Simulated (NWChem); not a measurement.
Species: SnHSCl₃; SMILES [SH][Sn]([Cl])([Cl])[Cl]

```xyz
6

S      0.6660    -2.3179    -0.0399
Sn    -0.0011    -0.0254    -0.0042
Cl    -1.4164     0.4430     1.7861
Cl     1.9071     1.2872     0.1776
Cl    -1.1512     0.5995    -1.9315
H     -0.6202    -2.7400    -0.0493
```
Atoms are numbered in this order, from 1.

Level: PBE0/def2-SVP with def2 effective core potentials on Sn (NWChem), optimised geometry, unscaled harmonic frequencies. def2 effective core potentials on Sn; no spin-orbit coupling.

```
frequency (cm⁻¹)  IR intensity (km/mol)
----------------  ---------------------
15                                 12.0
92                                  0.5
116                                 0.5
118                                 8.9
124                                19.3
126                                14.0
347                                 0.1
394                                48.3
397                                60.8
404                                59.0
724                                 4.8
2706                                5.1
```

```yaml
zero_point_energy: 7.9 kcal/mol
thermal correction to the enthalpy at 298.15 K (with zero-point energy): 14.0 kcal/mol
heat capacity Cv: 24.4 cal/(mol K)
entropy at 298.15 K and 1 atm (symmetry number 1): 100.1 cal/(mol K)
```

Rigid rotor and harmonic oscillator; modes under 100 cm⁻¹ make the entropy uncertain.
